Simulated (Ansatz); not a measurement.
Basis sets compared for (LiH)4 cube (Li₄H₄). The state is a singlet with charge 0. Geometry PBE-D4/def2-TZVP. Ansatz on 4 threads of Arm Neoverse V1 on a shared host; times are rough, and most runs start from earlier orbitals.

```xyz
8

Li    0.580   -1.275    0.603
H     0.366    0.259    1.581
Li   -1.265    0.391    0.757
H    -1.104   -1.212   -0.116
Li   -0.340   -0.240   -1.467
H     1.363   -0.421   -0.816
Li    1.025    1.125    0.107
H    -0.625    1.374   -0.649
```

Binding counts from free atoms (Li doublet, H doublet) in the same basis, without a counterpoise term.

```tsv
level	functions	energy (Eh)	HOMO (eV)	LUMO (eV)	binding per atom (eV)	wall time
HF/STO-3G	24	-31.6589	-8.79	3.32	1.80	0.1 s
HF/6-31G	44	-32.1294	-9.32	1.18	1.40	0.15 s
PBE-D4/def2-SVP	56	-32.3941	-5.20	-0.87	1.99	0.45 s
PBE-D4/def2-TZVP (with forces)	80	-32.4190	-5.34	-0.80	1.95	0.6 s
r2SCAN-D4/def2-TZVP	80	-32.4994	-5.56	-0.10	1.98	1.1 s
PBE0-D4/def2-SVP	56	-32.4199	-6.37	-0.36	1.98	0.55 s
PBE0-D4/def2-TZVP	80	-32.4429	-6.49	-0.27	1.94	0.65 s
```

(1) Estimate the rows for PBE-D4/def2-TZVPD, r2SCAN-D4/def2-TZVPD, PBE0-D4/def2-TZVPD.

## Answers

(1) 
| level | functions | energy (Eh) | HOMO (eV) | LUMO (eV) | binding per atom (eV) | wall time |
| --- | --- | --- | --- | --- | --- | --- |
| PBE-D4/def2-TZVPD | 104 | -32.4235 | -5.27 | -0.88 | 1.96 | 0.7 s |
| r2SCAN-D4/def2-TZVPD | 104 | -32.5046 | -5.47 | -0.22 | 2.00 | 1.4 s |
| PBE0-D4/def2-TZVPD | 104 | -32.4480 | -6.41 | -0.40 | 1.96 | 0.75 s |
